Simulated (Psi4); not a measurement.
Cl$_{2}$CrO$_{2}$ (SMILES [O]=[Cr](=[O])([Cl])[Cl]), singlet, geometry from GFN2-xTB (such geometries of metal compounds can be far from the true shape); Psi4 1.11 with HF/def2-SV(P).

Input for Psi4:
```
memory 2 GB

molecule {
0 1
  Cr    0.36161990   -0.06306063    0.11655214
  O     1.44045237   -0.59234025   -0.86408389
  O     0.79045337    0.20330658    1.58311746
  Cl   -0.38616068    1.66825371   -0.64495912
  Cl   -1.17419951   -1.39615227    0.14204619
}

set basis def2-sv(p)

energy('scf')
print_variables()
```

Output, abridged:

```
   => Loading Basis Set <=

    Name: DEF2-SV(P)
    Role: ORBITAL
    Keyword: BASIS

         ---------------------------------------------------------
                                   SCF
               by Justin Turney, Rob Parrish, Andy Simmonett
                          and Daniel G. A. Smith
                              RHF Reference
         ---------------------------------------------------------

  ==> Geometry <==

    Molecular point group: c1
    Full point group: C1

    Geometry (in Angstrom), charge = 0, multiplicity = 1:

       Center              X                  Y                   Z               Mass
    ------------   -----------------  -----------------  -----------------  -----------------
         CR           0.362257706980    -0.063171853804     0.116757708657    51.940506230000
         O            1.441090176980    -0.592451473804    -0.863878321343    15.994914619570
         O            0.791091176980     0.203195356196     1.583323028657    15.994914619570
         CL          -0.385522873020     1.668142486196    -0.644753551343    34.968852682000
         CL          -1.173561703020    -1.396263493804     0.142251758657    34.968852682000

  Running in c1 symmetry.

  Rotational constants: A =      0.10705  B =      0.06960  C =      0.05873 [cm^-1]
  Rotational constants: A =   3209.25240  B =   2086.50468  C =   1760.80979 [MHz]
  Nuclear repulsion =  501.758778035370256

  Charge       = 0
  Multiplicity = 1
  Electrons    = 74
  Nalpha       = 37
  Nbeta        = 37

  ==> Algorithm <==

  SCF Algorithm Type is DF.
  DIIS enabled.
  MOM disabled.
  Fractional occupation disabled.
  Guess Type is SAD.
  Energy threshold   = 1.00e-06
  Density threshold  = 1.00e-06
  Integral threshold = 1.00e-12

  ==> Primary Basis <==

  Basis Set: DEF2-SV(P)
    Blend: DEF2-SV(P)
    Number of shells: 38
    Number of basis functions: 88
    Number of Cartesian functions: 94
    Spherical Harmonics?: true
    Max angular momentum: 2

   => Loading Basis Set <=

    Name: (DEF2-SV(P) AUX)
    Role: JKFIT
    Keyword: DF_BASIS_SCF

  ==> Integral Setup <==

  SCF_SUBTYPE=INCORE selected. In-core MEM_DF algorithm will be used.
  Using in-core AOs.

  ==> MemDFJK: Density-Fitted J/K Matrices <==

    J tasked:                   Yes
    K tasked:                   Yes
    wK tasked:                   No
    Algorithm:                 Core
    Schwarz Cutoff:           1E-12
    Mask sparsity (%):       2.7893
[...]
   @DF-RHF iter   9: -2111.18083331911566   -1.85078e-04   3.57509e-05 DIIS
   @DF-RHF iter  10: -2111.18087812493968   -4.48058e-05   1.99770e-05 DIIS
   @DF-RHF iter  11: -2111.18089677944818   -1.86545e-05   1.41681e-05 DIIS
   @DF-RHF iter  12: -2111.18090665079217   -9.87134e-06   1.07105e-05 DIIS
   @DF-RHF iter  13: -2111.18091488601840   -8.23523e-06   7.23405e-06 DIIS
   @DF-RHF iter  14: -2111.18091829416881   -3.40815e-06   5.69321e-06 DIIS
   @DF-RHF iter  15: -2111.18092025930082   -1.96513e-06   3.24700e-06 DIIS
   @DF-RHF iter  16: -2111.18092090384516   -6.44544e-07   1.93708e-06 DIIS
   @DF-RHF iter  17: -2111.18092106543281   -1.61588e-07   7.81198e-07 DIIS
  Energy and wave function converged.

  ==> Post-Iterations <==

    Orbital Energies [Eh]
    ---------------------

    Doubly Occupied:

[...]
      37A     -0.475796

    Virtual:

[...]
    Final Occupation by Irrep:
              A
    DOCC [    37 ]
    NA   [    37 ]
    NB   [    37 ]

  @DF-RHF Final Energy: -2111.18092106543281

   => Energetics <=

    Nuclear Repulsion Energy =            501.7587780353702556
    One-Electron Energy =               -3904.8680405043628525
    Two-Electron Energy =                1291.9283414035601254
    Total Energy =                      -2111.1809210654328126

Computation Completed

Properties will be evaluated at   0.000000,   0.000000,   0.000000 [a0]

Properties computed using the SCF density matrix

 Multipole Moments:

 ------------------------------------------------------------------------------------
     Multipole            Electronic (a.u.)      Nuclear  (a.u.)        Total (a.u.)
 ------------------------------------------------------------------------------------

 L = 1.  Multiply by 2.5417464519 to convert [e a0] to [Debye]
 Dipole X            :         -0.4645757            0.0891913           -0.3753844
 Dipole Y            :          0.0810067           -0.0155535            0.0654532
 Dipole Z            :         -0.1497196            0.0287469           -0.1209727
 Magnitude           :                                                    0.3997899

 ------------------------------------------------------------------------------------

  Variable Map:
  ----------------------------------------------------------------------------
[...]
  Array Variable Map:
  ----------------------------------------------------------------------------
[...]
[...]
```
